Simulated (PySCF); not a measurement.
Species: C8H17P.
SMILES with atom numbers: `[CH3:1][CH:2]=[P:3]1([CH3:4])[CH2:5][CH2:6][CH2:7][CH2:8][CH2:9]1`

NICS is the negative of the GIAO shielding at a point without a nucleus: at the ring centre (0) and 1 Å above and below it (1); zz is the component along the ring normal. Level: GIAO PBE0/pcSseg-1 (PySCF, non-relativistic, gas phase) on the GFN2-xTB geometry, one conformer.

Ring bond lengths (Å), with Mayer bond orders in brackets: P3–C5 1.828 (0.96), C5–C6 1.524 (1.03), C6–C7 1.527 (1.04), C7–C8 1.527 (1.04), C8–C9 1.524 (1.03), C9–P3 1.835 (0.94).

Q: What do the NICS probes read (ppm)?

A: 
| ring | type | NICS(0) | NICS(1), two faces | NICS(1)zz, two faces | rms pucker (Å) | centre to ring atoms, mean (Å) |
| --- | --- | --- | --- | --- | --- | --- |
| P3–C5–C6–C7–C8–C9 | 6-membered ring with P; formal bonds all single | -2.1 | -1.8 / -2.1 | 4.0 / 3.4 | 0.27 | 1.55 |

Q: What do they say, and how far can they be read as aromaticity?

A: 
- P3–C5–C6–C7–C8–C9: mean NICS(1)zz 3.7 ppm, deshielded. P3, C5, C6, C7, C8, C9 have four or more neighbours; no verdict on aromaticity is drawn.

Q: At the second NICS(1) probe listed for ring P3–C5–C6–C7–C8–C9, 1 Å off the ring, what do the in-plane components average?

A: The isotropic value is a third of the trace: (3 × -2.1 − (3.4))/2 = -4.9 ppm.

Time: 59 s; peak memory 1.1 GiB. Hardware: Arm Neoverse V2, one thread (shared host). This is the whole shielding run at PBE0/pcSseg-1, SCF included.
